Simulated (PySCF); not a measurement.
**Excitation energy of In⁺ by level of theory**

In⁺ [Kr] 4d10 5s2 (1S) → In⁺ [Kr] 4d10 5s1 5d1 (3D), as a difference of total energies. Calculation: PySCF 2.14, in x2c-QZVPPall with one added diffuse shell each of s, p, d, f type (14s10p8d5f1g, 128 functions); the spin-free X2C one-electron Hamiltonian (Gaussian nucleus). The calculations carry no spin-orbit coupling.

| method | excitation energy (eV) | error (eV) |
| --- | --- | --- |
| UHF | 11.127 | -1.547 |
| wB97M-V | 12.469 | -0.205 |
| HSE06 | 12.102 | -0.572 |
| M06-2X | 12.288 | -0.386 |

Reference: 12.674 eV (measured; NIST levels, between the centres of gravity of the two terms).
